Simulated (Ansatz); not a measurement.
Reactions of ClFGeHI, SMILES `[F][GeH]([Cl])[I]`.

Calculated with Ansatz (gas phase, PBE0-D4/def2-TZVP geometries, no zero-point term in ΔE). CCSD(T)/CBS is the MP2 limit (def2-TZVPP, def2-QZVPP) plus CCSD(T) − MP2 in def2-TZVPP, frozen cores. This one scheme is used for every species, atoms too. No spin–orbit coupling; open shells (•) take unrestricted orbitals. Spin–orbit coupling would lower the free atoms: a little for Cl, F; clearly for Ge; strongly for I. def2 core potentials past Kr. For Ge, I outer-core shells are correlated without core-valence functions, so the limit isn't a true one: a few kJ/mol of doubt a bond, and 10 to 20 or more in all where bonds break to atoms. Scalar relativity is left out up to krypton. One conformer a species, not always the lowest.

Order these by ΔE at CCSD(T)/CBS, lowest first. (Estimate.)
A. `[F][GeH]([Cl])[I]` + CH₃OH → `C[O][GeH]([F])[Cl]` + HI
B. `[F][GeH]([Cl])[I]` + H₂ → `[F][GeH2][Cl]` + HI
C. `[F][GeH]([Cl])[I]` + CH₃NH₂ → `C[NH][GeH]([F])[Cl]` + HI
D. `[F][GeH]([Cl])[I]` + `N=C=O` → `O=C=[N][GeH]([F])[Cl]` + HI
E. `[F][GeH]([Cl])[I]` + `O[SiH3]` → `[F][GeH]([Cl])[O][SiH3]` + HI
F. `[F][GeH]([Cl])[I]` → Cl• + F• + Ge• + H• + I•

E (+4.8 kcal/mol), D (+7.1 kcal/mol), A (+9.2 kcal/mol), C (+12.6 kcal/mol), B (+14.9 kcal/mol), F (+336.3 kcal/mol).

Largest T1 diagnostic: 0.018, for `N=C=O`.
